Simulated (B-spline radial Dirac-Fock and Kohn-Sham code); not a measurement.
**The Lβ3 (L1-M3) line from Ni to Cd**

Model: Dirac-Fock ΔSCF + Breit + QED. Program: a radial finite-basis atomic code. Free neutral atoms. Correlation energy is missing from these numbers.

```
 Z  element  energy (eV)  wavelength (Å)
28       Ni        944.3          13.129
29       Cu       1023.2          12.118
30       Zn       1109.3          11.177
31       Ga       1199.5          10.337
32       Ge       1293.8          9.5827
33       As       1392.5          8.9040
36       Kr       1713.7          7.2349
37       Rb       1829.6          6.7765
38       Sr       1950.1          6.3579
40       Zr       2204.2          5.6250
41       Nb       2337.9          5.3033
42       Mo       2476.2          5.0070
43       Tc       2619.3          4.7334
44       Ru       2766.8          4.4811
45       Rh       2919.2          4.2473
46       Pd       3076.2          4.0304
47       Ag       3238.2          3.8287
48       Cd       3405.3          3.6410
```

Q: How well does Moseley's law, √E linear in Z, describe these energies?

A: A straight-line fit gives √(E/eV) = 1.3834·(Z − 5.97). The slope squared is 0.1407 Ry, against 0.1389 Ry for a hydrogen-like ion. The residuals, fit less computed, are Ni -15.6, Cu -8.2, Zn -4.2, Ga -0.5, Ge +2.8, As +5.7, Kr +12.1, Rb +13.0, Sr +13.2, Zr +12.0, Nb +10.4, Mo +8.1, Tc +4.8, Ru +0.9, Rh -3.9, Pd -9.7, Ag -16.6, Cd -24.7 eV.
